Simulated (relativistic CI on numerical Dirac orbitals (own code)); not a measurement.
Method of calculation: Dirac-Coulomb-Breit CI, orbitals from a KLI potential per configuration, model QED (radiative potential, 1s self-energy scaled to tabulated hydrogen-like ionisation energies), unscaled Slater integrals (own radial code, finite nucleus).

The strongest absorption lines from the ground level of an ion, among the configurations computed and to levels below about 4100 eV (vacuum wavelength in Å, gf): 4.0337 (1.8), 4.0348 (1.8), 4.0401 (0.86), 4.0603 (0.82), 4.1914 (1.8), 4.2031 (1.1), 4.2128 (1.9), 4.2216 (0.71).

(1) Which ion is it?
A. Sn XLII
B. Sr XXX
C. Nb XXXIII
D. Ru XXXVI

## Answers

(1) D. Ru XXXVI has 9 electrons and the ground level 2s²2p⁵ ²P°3/2; the strongest line goes to 2s²2p⁴3d ²D5/2. The pattern of lines fixes the number of electrons, and along that sequence the line energies rise steadily with the charge (about as its square where n changes within one kind of shell, about linearly where n is kept but much faster in heavy ions where fine structure, which grows about as Z⁴, sets the gap, and irregularly where shells cross), which fixes Z. Configurations outside the model, such as inner-shell arrays, can give stronger lines. At this charge energies of transitions that change n are usually good to better than 1 %, and those within a shell (Δn = 0) to a few per cent.

LS names give the leading component of a level, which can be under half, so a name can repeat, a term be missing and a line seem to break the LS rules.
